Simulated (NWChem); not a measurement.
System: SiHOBr, singlet; SMILES O[Si]Br

The following NWChem deck was run.

```
start job
memory heap 200 mb stack 900 mb global 1100 mb
geometry units angstroms noautoz
  Si     0.609684     1.166997     0.000000
  Br     0.021397    -1.035651     0.000000
  O     -0.931886     1.852291     0.000000
  H     -0.903451     2.829645     0.000000
end
basis spherical
  * library 6-31g*
end
dft
  xc hfexch
  iterations 150
  mulliken
end
task dft energy
```

Output (shortened):

```
             Northwest Computational Chemistry Package (NWChem) 7.3.0
             --------------------------------------------------------

 CS  symmetry detected

                             Geometry "geometry" -> ""
                             -------------------------

 Output coordinates in angstroms (scale by  1.889725989 to convert to a.u.)

  No.       Tag          Charge          X              Y              Z
 ---- ---------------- ---------- -------------- -------------- --------------
    1 Si                  14.0000     0.67959657     1.15977335     0.00000000
    2 Br                  35.0000    -0.06684308    -0.99442433     0.00000000
    3 O                    8.0000    -0.80822959     1.95503384     0.00000000
    4 H                    1.0000    -0.70900729     2.92775391     0.00000000

 Effective nuclear repulsion energy (a.u.)     209.8712695848

      Symmetry information
      --------------------

 Group name             Cs
 Group number              2
 Group order               2
 No. of unique centers     4

  xc_inp: hfexch multiplicative factor not found.

                                 NWChem DFT Module
                                 -----------------

 Summary of "ao basis" -> "ao basis" (spherical)
 ------------------------------------------------------------------------------
       Tag                 Description            Shells   Functions and Types
 ---------------- ------------------------------  ------  ---------------------
 Si                          6-31g*                  8       18   4s3p1d
 Br                          6-31g*                 12       32   5s4p3d
 O                           6-31g*                  6       14   3s2p1d
 H                           6-31g*                  2        2   2s

      Symmetry analysis of basis
      --------------------------

        a'         47
        a"         19

            General Information
            -------------------
          SCF calculation type: DFT
          Wavefunction type:  closed shell.
          No. of atoms     :     4
          No. of electrons :    58
           Alpha electrons :    29
            Beta electrons :    29
          Charge           :     0
          Spin multiplicity:     1
          Use of symmetry is: on ; symmetry adaption is: on
          Maximum number of iterations: 150
          AO basis - number of functions:    66
                     number of shells:    28
          Convergence on energy requested:  1.00D-06
          Convergence on density requested:  1.00D-05
          Convergence on gradient requested:  5.00D-04

              XC Information
              --------------
                     Hartree-Fock (Exact) Exchange  1.000

      Superposition of Atomic Density Guess
      -------------------------------------

 Sum of atomic energies:       -2936.15717082

      Non-variational initial energy
      ------------------------------

 Total energy =   -2936.596972
 1-e energy   =   -4503.723739
 2-e energy   =    1357.255498
 HOMO         =      -0.268634
 LUMO         =      -0.033213

      Symmetry analysis of molecular orbitals - initial
      -------------------------------------------------

  Numbering of irreducible representations:

     1 a'          2 a"

  Orbital symmetries:

     1 a'          2 a'          3 a'          4 a'          5 a'
     6 a"          7 a'          8 a'          9 a'         10 a'
    11 a"         12 a'         13 a'         14 a'         15 a"
    16 a'         17 a'         18 a"         19 a'         20 a"
    21 a'         22 a'         23 a'         24 a'         25 a'
    26 a"         27 a"         28 a'         29 a'         30 a"
    31 a'         32 a'         33 a'         34 a'         35 a'
    36 a"         37 a'         38 a'         39 a"

     ---------------------------------------------
      Total Density - Mulliken Population Analysis
     ---------------------------------------------

    Atom       Charge   Shell Charges
 -----------   ------   -------------------------------------------------------
    1 Si  14    12.99   2.00  2.00  5.97  1.16  0.80  0.73  0.23  0.10
    2 Br  35    35.51   2.00  2.00  6.00  2.00  5.99  1.57  3.97  0.38  1.58  6.97  2.93  0.12
    3 O    8     9.06   2.00  0.94  3.13  0.91  2.06  0.01
    4 H    1     0.45   0.34  0.10

   convergence    iter        energy       DeltaE   RMS-Dens  Diis-err
 ---------------- ----- ----------------- --------- --------- ---------
 d= 0,ls=0.0,diis     1  -2936.4506964531 -3.15D+03  1.07D-02  4.75D-01
 d= 0,ls=0.0,diis     2  -2936.4931468416 -4.25D-02  3.51D-03  2.03D-01
 d= 0,ls=0.0,diis     3  -2936.5134444536 -2.03D-02  1.18D-03  3.17D-03
 d= 0,ls=0.0,diis     4  -2936.5142090386 -7.65D-04  5.18D-04  3.53D-04
 d= 0,ls=0.0,diis     5  -2936.5143256677 -1.17D-04  1.84D-04  4.94D-05
  Resetting Diis
 d= 0,ls=0.0,diis     6  -2936.5143412436 -1.56D-05  9.99D-05  5.34D-06
 d= 0,ls=0.0,diis     7  -2936.5143442257 -2.98D-06  1.41D-05  3.12D-07
 d= 0,ls=0.0,diis     8  -2936.5143443662 -1.40D-07  9.54D-06  6.71D-08

         Total DFT energy =    -2936.514344366226
      One electron energy =    -4506.035299308212
           Coulomb energy =     1478.236527213314
    Exchange-Corr. energy =     -118.586841856086
 Nuclear repulsion energy =      209.871269584759

 Numeric. integr. density =        0.000000000000

                  Occupations of the irreducible representations
                  ----------------------------------------------

                     irrep           alpha         beta
                     --------     --------     --------
                     a'               22.0         22.0
                     a"                7.0          7.0

                       DFT Final Molecular Orbital Analysis
                       ------------------------------------

 Vector   27  Occ=2.000000D+00  E=-4.203206D-01  Symmetry=a"
              MO Center= -5.0D-02, -8.4D-01, -2.1D-15, r^2= 1.8D+00
   Bfn.  Coefficient  Atom+Function         Bfn.  Coefficient  Atom+Function
  ----- ------------  ---------------      ----- ------------  ---------------
    31      0.734525  2 Br pz                35      0.361352  2 Br pz
    27     -0.330176  2 Br pz                55     -0.104465  3 O  pz
    23      0.098604  2 Br pz                59     -0.098443  3 O  pz
     9      0.079247  1 Si pz                15     -0.042281  1 Si d -1
    13      0.031591  1 Si pz                 5     -0.031431  1 Si pz

 Vector   28  Occ=2.000000D+00  E=-4.196201D-01  Symmetry=a'
              MO Center=  2.9D-02, -8.1D-01,  5.0D-16, r^2= 2.0D+00
   Bfn.  Coefficient  Atom+Function         Bfn.  Coefficient  Atom+Function
  ----- ------------  ---------------      ----- ------------  ---------------
    29      0.618239  2 Br px                30     -0.406886  2 Br py
    33      0.287858  2 Br px                25     -0.276455  2 Br px
    34     -0.186498  2 Br py                26      0.181484  2 Br py
     7      0.124093  1 Si px                10      0.093008  1 Si s
    21      0.082521  2 Br px                56      0.078240  3 O  s

 Vector   29  Occ=2.000000D+00  E=-3.621002D-01  Symmetry=a'
              MO Center=  6.8D-01,  7.3D-01,  3.3D-16, r^2= 3.5D+00
   Bfn.  Coefficient  Atom+Function         Bfn.  Coefficient  Atom+Function
  ----- ------------  ---------------      ----- ------------  ---------------
    10      0.480951  1 Si s                 29     -0.358692  2 Br px
     6      0.354553  1 Si s                  7      0.326789  1 Si px
    30     -0.291902  2 Br py                33     -0.206457  2 Br px
    53     -0.204866  3 O  px                57     -0.185678  3 O  px
     2     -0.166753  1 Si s                 25      0.159892  2 Br px

 Vector   30  Occ=0.000000D+00  E= 3.059489D-02  Symmetry=a"
              MO Center=  6.8D-01,  1.1D+00, -2.1D-13, r^2= 3.4D+00
   Bfn.  Coefficient  Atom+Function         Bfn.  Coefficient  Atom+Function
  ----- ------------  ---------------      ----- ------------  ---------------
    13      0.729539  1 Si pz                 9      0.448239  1 Si pz
    59     -0.254810  3 O  pz                35     -0.232550  2 Br pz
    31     -0.188888  2 Br pz                55     -0.188086  3 O  pz
     5     -0.178786  1 Si pz                27      0.084242  2 Br pz
    47      0.038626  2 Br d -1              17     -0.027382  1 Si d  1

 Vector   31  Occ=0.000000D+00  E= 1.053193D-01  Symmetry=a'
              MO Center=  8.3D-01,  1.4D+00,  1.6D-15, r^2= 4.8D+00
   Bfn.  Coefficient  Atom+Function         Bfn.  Coefficient  Atom+Function
  ----- ------------  ---------------      ----- ------------  ---------------
    12      1.312082  1 Si py                32      0.776957  2 Br s
    34      0.563171  2 Br py                10     -0.347906  1 Si s
    56     -0.331320  3 O  s                 33      0.324072  2 Br px
     8      0.290942  1 Si py                29      0.165112  2 Br px
     6     -0.159098  1 Si s                 57     -0.157663  3 O  px

 Vector   32  Occ=0.000000D+00  E= 1.540277D-01  Symmetry=a'
              MO Center=  2.6D-01,  1.0D+00,  1.5D-15, r^2= 5.4D+00
   Bfn.  Coefficient  Atom+Function         Bfn.  Coefficient  Atom+Function
  ----- ------------  ---------------      ----- ------------  ---------------
    11      1.064721  1 Si px                10     -0.900980  1 Si s
    56      0.826874  3 O  s                 34      0.664583  2 Br py
    32      0.561028  2 Br s                 66     -0.355959  4 H  s
    12      0.320957  1 Si py                 7      0.216456  1 Si px
    30      0.199736  2 Br py                 8      0.197779  1 Si py

     ---------------------------------------------
      Total Density - Mulliken Population Analysis
     ---------------------------------------------

    Atom       Charge   Shell Charges
 -----------   ------   -------------------------------------------------------
    1 Si  14    13.21   2.00  2.00  5.97  1.15  1.10  0.61  0.22  0.16
    2 Br  35    35.40   2.00  2.00  6.00  2.00  5.99  1.53  3.82  0.44  1.59  6.97  2.93  0.13
    3 O    8     8.87   2.00  0.89  2.87  0.98  2.10  0.02
    4 H    1     0.52   0.44  0.07

     -------------------------------------------
      Total Density - Lowdin Population Analysis
     -------------------------------------------

    Atom       Charge   Shell Charges
 -----------   ------   -------------------------------------------------------
    1 Si  14    13.49   2.00  1.99  5.87  0.93  1.16  0.67  0.63  0.24
    2 Br  35    35.26   2.00  2.00  6.00  2.00  5.91  1.24  3.51  0.62  1.96  6.73  3.08  0.22
    3 O    8     8.60   1.99  0.87  2.76  0.74  2.20  0.03
    4 H    1     0.65   0.43  0.22

     Multipole analysis of the density
     ---------------------------------

     L   x y z        total         alpha         beta         nuclear
     -   - - -        -----         -----         ----         -------
     0   0 0 0     -0.000000    -29.000000    -29.000000     58.000000

     1   1 0 0      0.436852      0.218426      0.218426      0.000000
     1   0 1 0      1.311254      0.655627      0.655627     -0.000000
     1   0 0 1      0.000000      0.000000      0.000000      0.000000

     2   2 0 0    -30.325048    -37.215405    -37.215405     44.105761
     2   1 1 0      0.196261      2.518907      2.518907     -4.841553
     2   1 0 1      0.000000      0.000000      0.000000      0.000000
     2   0 2 0    -22.044482   -176.346149   -176.346149    330.647816
     2   0 1 1      0.000000      0.000000      0.000000      0.000000
     2   0 0 2    -26.582323    -13.291161    -13.291161      0.000000
```

Level: Hartree-Fock/6-31G* (spherical d). Low-valent species are run as closed-shell singlets; no triplet was tried in these runs. All runs use the structure optimised with PBE-D3(BJ)/def2-SVP.
